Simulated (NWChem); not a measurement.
CH5NOSi2; SMILES O[Si@@H]1C=N[SiH2]1

```xyz
10

O     -0.2685     2.2952    -0.5140
Si     0.0301     0.9004     0.3484
C      1.4606    -0.3196    -0.0611
N      0.9733    -1.5108    -0.0626
Si    -0.8179    -1.2637     0.0036
H     -0.4442     2.1954    -1.4546
H      0.1254     1.3644     1.7643
H      2.5512    -0.1719    -0.1917
H     -1.5116    -2.0838     1.0439
H     -1.4211    -1.5896    -1.3252
```
Atoms are numbered in this order, from 1.

Computed with NWChem. Geometry: optimised at PBE0/def2-SVP. Level: PBE0/def2-SVP with SMD (1 M gas to 1 M solution), gas-phase geometry. Reactions with the solvent are ignored.

For solvent water:

```yaml
solvation free energy (kcal/mol): -4.4
cavity-dispersion-structure term (kcal/mol): 3.8
dipole in solution (D): 2.35
```

Problem. Estimate the same quantities for solvent toluene.

Solution. The solvation free energy (kcal/mol) comes out as -3.1 and the cavity-dispersion-structure term (kcal/mol) comes out as -0.1. The dipole in solution (D) is 2.08.
